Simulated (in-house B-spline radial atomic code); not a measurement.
A run on Os- that did not converge. Method: scalar-relativistic (X2C) HSE06, spin-polarised, spherical fractional occupations, exact exchange averaged over the configuration, Fermi nucleus of rms radius 5.4126 fm; computed with an all-electron radial atomic-structure program (B-spline basis).

Command:
```bash
python run_scf.py task.json out
```
Settings (nuclear radius in fm, mass in u):
```
Z                76
configuration    [Xe] 4f14 5d7 6s2
hamiltonian      x2c
method           hse06
spin_polarised   True
nucleus          fermi
rms_radius       5.4126
atomic_mass      191.96148
speed_of_light   137.035999084
exact_exchange   averaged over the configuration
```

First and last ten iterations of the last attempt (damped for 15 steps, keeping 80 % of the old Fock matrix, then DIIS):
```
 iter        energy (Eh)    residual
    1      -17253.056693    5.94e-01
    2      -17236.557546    3.46e-01
    3      -17254.872969    9.70e-02
    4      -17255.097058    5.01e-02
    5      -17255.153881    3.03e-02
    6      -17255.173824    2.06e-02
    7      -17255.183142    1.47e-02
    8      -17255.188239    1.09e-02
    9      -17255.191203    8.15e-03
   10      -17255.192963    6.13e-03
  111      -17254.573146    5.62e-02
  112      -17254.574970    5.62e-02
  113      -17254.582498    5.59e-02
  114      -17255.191318    6.02e-03
  115      -17255.191453    5.92e-03
  116      -17255.190476    6.67e-03
  117      -17254.610600    5.40e-02
  118      -17254.613412    5.39e-02
  119      -17254.611257    5.41e-02
  120      -17254.618026    5.35e-02
 not converged after 120 iterations
```

The smallest residual met was 4.6e-03; the threshold is about 8e-07. No energy from this run should be used. Run time, properties included: 28 s on 1 thread of Intel(R) Xeon(R) Platinum 8488C, with other jobs on the host.
